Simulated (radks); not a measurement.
Ag II, 46 electrons, occupied as [Kr] 4d10.

Method: Dirac Kohn-Sham, LB94 model potential, spin-unpolarised, spherical densities, finite nucleus; Fermi nuclear charge, rms radius 4.5454 fm; computed with a radial shooting solver on a logarithmic mesh with Libxc functionals.

Energy parts (hartree):
| part | energy |
|---|---|
| kinetic | 5583.22503 |
| electron-nucleus | -12904.90575 |
| Hartree | 2154.46938 |
(The LB94 potential has no energy functional, so no total or exchange-correlation energy is given.)

Orbitals (lengths in bohr, moments of r in powers of bohr; <r^-3> diverges for s and p1/2; r(max) is where P^2 peaks):
| orbital | occ. | eigenvalue (hartree) | <r^-3> | r(max) | small-component weight |
|---|---|---|---|---|---|
| 1s1/2 | 2 | -935.6181 | - | 0.02015 | 2.97e-02 |
| 2s1/2 | 2 | -138.6706 | - | 0.1140 | 6.22e-03 |
| 2p1/2 | 2 | -129.1032 | - | 0.08800 | 6.26e-03 |
| 2p3/2 | 4 | -122.5827 | 3527 | 0.09230 | 6.00e-03 |
| 3s1/2 | 2 | -26.07707 | - | 0.3332 | 1.73e-03 |
| 3p1/2 | 2 | -22.22978 | - | 0.3195 | 1.69e-03 |
| 3p3/2 | 4 | -21.08719 | 628.3 | 0.3295 | 1.62e-03 |
| 3d3/2 | 4 | -14.24513 | 97.49 | 0.2716 | 1.52e-03 |
| 3d5/2 | 6 | -14.01258 | 91.71 | 0.2745 | 1.50e-03 |
| 4s1/2 | 2 | -4.04475 | - | 0.8189 | 4.47e-04 |
| 4p1/2 | 2 | -2.83970 | - | 0.8566 | 3.88e-04 |
| 4p3/2 | 4 | -2.64861 | 104.4 | 0.8833 | 3.65e-04 |
| 4d3/2 | 4 | -0.84983 | 9.259 | 1.035 | 2.13e-04 |
| 4d5/2 | 6 | -0.82844 | 8.544 | 1.048 | 2.07e-04 |

The highest occupied level is 4d5/2 at -22.543 eV. The density falls to 0.001 e/bohr^3 at r = 3.52 bohr. The electron density at the nucleus is 1.457e+05 e/bohr^3.
